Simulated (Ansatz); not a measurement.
Species: sum formula AlNO2H4, charge 0, multiplicity 1. 
Coordinates optimised at B3LYP-D3(BJ)/def2-TZVP (Ansatz, a program for electronic structure):
SMILES: [NH2][Al]([OH])[OH]
```xyz
8

N     -1.7044    -0.3305     0.1265
Al     0.0216     0.0045    -0.0016
O      1.0682    -1.3204    -0.1589
O      0.6797     1.5706     0.0246
H     -2.0946    -1.2592     0.1110
H     -2.4330     0.3568     0.2238
H      2.0179    -1.2242    -0.2340
H      0.1765     2.3799     0.1092
```

Quantity: atomisation energy (electronic, to ground-state atoms), in kJ/mol. Valence correlation only, unless marked. Open shells are spin-unrestricted. Spin-orbit coupling is left out. Non-relativistic. The coupled-cluster limit lacks core correlation, which all-electron functionals hold. CBS marks a two-point X^-3 extrapolation of the correlation energy; Hartree-Fock from the larger set.

| level | program | atomisation energy (kJ/mol) |
|---|---|---|
| revPBE-D4/def2-TZVPD | Ansatz + dftd4 | 2952.4 |
| B2GP-PLYP-D3(BJ)/def2-TZVPD | Ansatz + dftd3 | 2972.8 |
| CCSD/STO-3G | Ansatz | 2478.7 |
| CCSD/cc-pV(D+d)Z | Ansatz | 2658.4 |
| CCSD(T)/CBS(aug-cc-pV(T+d)Z,aug-cc-pV(Q+d)Z) | Ansatz | [?] |

### Question
Fill in the missing entries.

### Answer

- CCSD(T)/CBS(aug-cc-pV(T+d)Z,aug-cc-pV(Q+d)Z), atomisation energy (kJ/mol): 3036.3
